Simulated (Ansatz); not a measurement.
Coupled-cluster diagnostics for GaH2Br, Ansatz.

Geometry of the singlet (PBE-D4/def2-TZVP):

```xyz
4

Ga    0.187    0.000   -0.161
H     1.435   -0.840    0.273
H    -0.057    0.839   -1.460
Br   -1.564    0.002    1.349
```

Correlated methods freeze 18 core orbitals; core or outer-core shells of Ga, Br are correlated, in sets that lack core-valence functions. In CCSD on the charge 1 doublet the largest single amplitude is 0.16, so its Hartree–Fock determinant may place the open shell otherwise than the density functionals do.

Question: Estimate the CCSD(T) correlation energy, the shares of MP2 and (T), T1 and the reference's ⟨S²⟩ for: charge 0, singlet, own geometry in def2-TZVPP; charge 1, doublet, vertical in def2-TZVPP; and the rough time on 4 threads of Arm Neoverse V2 on a shared host.

Answer: 
```tsv
state	basis	correlation (eV)	MP2 share (%)	(T) share (%)	T1	⟨S²⟩ (pure)	wall time
charge 0, singlet, own geometry	def2-TZVPP	-14.480	94.6	3.4	0.011	0.00 (0.00)	2 s
charge 1, doublet, vertical	def2-TZVPP	-13.633	93.0	3.4	0.023	0.76 (0.75)	8 s
```
Customary marks for T1 are 0.02 (closed shells), 0.045 (open shells) and about 0.05 (3d metals). T1 exceeds 0.02 in 1 of 2 rows and 0.045 in 0; the higher it lies, the less the single-reference result can be trusted.
